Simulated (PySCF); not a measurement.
H₃IOSiZn, SMILES [SiH3][O][Zn][I].

Geometry: r2SCAN-D4/def2-SVP. The structure was generated by enumeration; whether it is a known compound was not checked. The def2 effective core potentials stand for the cores of I; spin–orbit coupling is left out. Other conformers were not sampled.

Two levels are set side by side: TDA-PBE/def2-SVPD (PySCF) and TDA-CAM-B3LYP/def2-SVPD (PySCF). Vertical, same geometry. The lowest singlet is HOMO→LUMO 99 % with PBE and HOMO→LUMO 96 % with the other functional; states are paired by order. Differences are taken from unrounded values.

| quantity | TDA-CAM-B3LYP | TDA-PBE | TDA-PBE minus TDA-CAM-B3LYP |
|---|---|---|---|
| lowest singlet excitation (eV) | 5.11 | 4.33 | -0.78 |
| lowest triplet excitation (TDA) (eV) | 4.75 | 4.08 | -0.68 |

A lower first singlet is the usual sign of a functional without exact exchange. Differences between two approximate levels are no errors against the true value.

Rough cost on one machine, each run with all the roots and properties that it gave: TDA-CAM-B3LYP against TDA-PBE about 2 times.
